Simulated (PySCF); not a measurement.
SMILES CO/C=[CH]\[GeH3] (C3H8GeO), GFN2-xTB optimised geometry.

```
13

C      2.65    -0.44     0.00
O      1.24    -0.44     0.00
C      0.63     0.77     0.00
C     -0.70     0.79     0.00
Ge    -1.56    -0.94    -0.01
H      2.96    -1.48     0.00
H      3.05     0.05    -0.89
H      3.05     0.06     0.89
H      1.27     1.65     0.00
H     -1.22     1.73     0.00
H     -1.17    -1.73    -1.21
H     -1.18    -1.73     1.20
H     -3.05    -0.78    -0.01
```

Density from PBE0/def2-TZVP run with PySCF at that geometry.

Minimum of the electron density along straight lines between bonded atoms, close to the bond critical point (lines longer than 1.1 times the sum of covalent radii, or with two minima, are not listed):

```
bond     length / Å  ρ at the minimum / e bohr⁻³  ∇²ρ there / e bohr⁻⁵  position (fraction from the first atom)
-------  ----------  ---------------------------  --------------------  ---------------------------------------
C1–O2         1.405                        0.262                     …                                     0.35
O2–C3         1.359                        0.291                     …                                     0.66
C3–C4         1.326                            …                 -1.11                                     0.53
C4–Ge5        1.935                        0.129                  0.13                                     0.53
C1–H6         1.088                        0.287                 -1.03                                     0.65
C1–H7         1.096                        0.282                 -0.99                                     0.65
C1–H8         1.096                        0.282                 -0.99                                     0.65
C3–H9         1.086                        0.287                 -1.04                                     0.65
C4–H10        1.076                        0.284                 -1.00                                     0.65
Ge5–H11       1.491                        0.143                  0.09                                     0.60
Ge5–H12       1.491                        0.143                  0.09                                     0.60
Ge5–H13       1.497                        0.142                  0.09                                     0.60
```

Q: What belongs in the gaps?

A: 
- C1–O2, ∇²ρ there / e bohr⁻⁵: -0.50
- O2–C3, ∇²ρ there / e bohr⁻⁵: -0.47
- C3–C4, ρ at the minimum / e bohr⁻³: 0.357
